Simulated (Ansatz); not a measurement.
**GeH3F (fluorogermane): methods side by side**

The species is GeH3F (5 atoms), meant as a singlet with charge 0. As SMILES, `[F][GeH3]`. Geometry: relaxed at PBE0-D4/def2-TZVP.

```xyz
5

F    -1.0465    0.4743    1.1622
Ge    0.0682   -0.0416   -0.0728
H     1.3310   -0.5120    0.6586
H    -0.6278   -1.1780   -0.8312
H     0.3251    1.1836   -0.9581
```

Quantity: the energy change with the Ge2–H3 bond stretched from 1.533 to 3.067 Å, in eV. The values are calculated.

| level | kind | program | value (eV) | less FCI/STO-3G |
| --- | --- | --- | --- | --- |
| HF/STO-3G (restricted) | Hartree–Fock | Ansatz | 7.91 | +3.44 |
| BLYP/STO-3G (restricted) | GGA | Ansatz | 5.09 | +0.62 |
| r2SCAN/STO-3G (restricted) | meta-GGA | Ansatz | 5.64 | +1.17 |
| B3LYP/STO-3G (restricted) | global hybrid | Ansatz | 5.81 | +1.34 |
| wB97X/STO-3G (restricted) | range-separated hybrid | Ansatz | 6.67 | +2.20 |
| B2PLYP/STO-3G (restricted) | double hybrid | Ansatz | 5.89 | +1.42 |
| RPA@PBE/STO-3G (restricted) | RPA | Ansatz | 5.02 | +0.55 |
| FCI/STO-3G | exact in the basis | Ansatz | 4.47 | 0.00 |

FCI/STO-3G is exact within its basis and frozen core, so for wave-function methods in that basis the difference is their error; functionals converge differently with the basis, so for them it is only a difference. Spin-restricted single references rise too steeply as a bond breaks, Hartree–Fock most of all. All-electron rows without a relativistic Hamiltonian named are non-relativistic. The first shape isn't each level's own minimum. The values span 4.47 to 7.91 eV. All rows use very small basis sets, so even the best lies far from the true value.
